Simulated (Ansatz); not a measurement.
Computed with Ansatz on PBE0-D4/def2-TZVP structures; ΔE is electronic, products minus reactants. CCSD(T)/CBS is the MP2 limit (def2-TZVPP, def2-QZVPP) plus CCSD(T) − MP2 in def2-TZVPP, frozen cores. DFT in def2-TZVPP. B3LYP here is the variant with VWN-RPA as its local correlation; programs differ in this. HSE06 is defined as in plane-wave codes. For Ge outer-core shells are correlated without core-valence functions, which leaves a few kJ/mol of doubt a bond. Scalar relativity is left out up to krypton. Each species was taken in one conformer, which may not be the lowest.

Consider the cleavage of the Si–Ge bond: `[SiH3][GeH2][Cl]` + `CCBO` → `CCBO[SiH3]` + `[Cl][GeH3]`.

Problem. Is it downhill or uphill in electronic energy at CCSD(T)/CBS, and by how much? (An estimate is asked.)

Solution. The calculation gave: Downhill: ΔE = -65.6 kJ/mol.

Problem. What do these levels give: HSE06-D4, BHLYP-D4, ωB97X-V, B3LYP, LC-ωPBE, HF/def2-SVP? (An estimate is asked.)

Solution. Computed: HSE06-D4 -50.9, BHLYP-D4 -74.9, ωB97X-V -66.2, B3LYP -66.5, LC-ωPBE -61.7, HF/def2-SVP -80.6 kJ/mol.

Largest T1 diagnostic among the species: 0.011.

From BLYP to BHLYP (50 % exact exchange), in def2-TZVPP and without D4, ΔE moves by −17.0 kJ/mol. In def2-TZVPP, CCSD(T) changes the Hartree–Fock value by +26.3 kJ/mol (the triples alone add +3.2 kJ/mol) and MP2 by +21.7 kJ/mol. At CCSD(T), def2-SVP lies +4.9 kJ/mol from the extrapolated value and def2-TZVPP −1.0 kJ/mol.
